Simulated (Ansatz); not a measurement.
O2Ti (SMILES [O]=[Ti]=[O]) moved off its minimum; all values from Ansatz (a first-principles code), cores frozen in correlated methods.
(charge 0, multiplicity 1)
```xyz
3

Ti     0.15847    -0.14161     0.25983
O      0.83555     0.53995    -1.13137
O     -1.38816    -0.00995     0.45718
```

### Question
Give the forces (eV/Å), the total energy and the dipole at CCSD(T)/def2-TZVPPD.

### Answer

```
atom      Fx      Fy      Fz
----  ------  ------  ------
Ti1    5.750  -0.696  -0.370
O2    -0.555   0.006   0.143
O3    -5.195   0.690   0.226
```
Energy -998.8535 hartree, dipole 6.59 D.
